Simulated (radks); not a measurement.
Values are calculated unless marked as measured or tabulated.
Effect of the nuclear size on neutral osmium, [Xe] 4f14 5d6 6s2. Level of theory: Dirac Kohn-Sham, PBE, spin-unpolarised, spherical densities, finite nucleus; open shells are shared between the two j in proportion to 2j + 1; Fermi nuclear charge, rms radius 5.4126 fm (a radial shooting solver on a logarithmic mesh with Libxc functionals). The rms radius is varied about that value; shifts are against it.

rms radius (fm),total energy shift (eV),density at nucleus (e/bohr^3),1s1/2 shift (meV),2s1/2 shift (meV),5s1/2 shift (meV),5p1/2 shift (meV),6s1/2 shift (meV),5d5/2 shift (meV),6p1/2 (empty) shift (meV)
4.8389,-14.5,1.746e+06,-5870,-842,-8.23,0.412,-0.574,0.508,0.175
5.2123,-5.19,1.699e+06,-2100,-301,-2.94,0.147,-0.205,0.182,0.063
5.4126,0,1.675e+06,0.000,0.000,0.000,0.000,0.000,0.000,0.000
5.6724,6.92,1.647e+06,2790,401,3.92,-0.196,0.273,-0.242,-0.083
5.9593,14.8,1.617e+06,5970,857,8.38,-0.419,0.584,-0.517,-0.178

Slopes of the eigenvalues against <r^2> in GHz/fm^2, as finite differences over the two radii next to the reference (eigenvalue slopes, not the field-shift constants of lines): 1s1/2 236000, 2s1/2 33900, 5s1/2 331, 5p1/2 -16.6, 6s1/2 23.1, 5d5/2 -20.4, 6p1/2 (empty) -7.05.
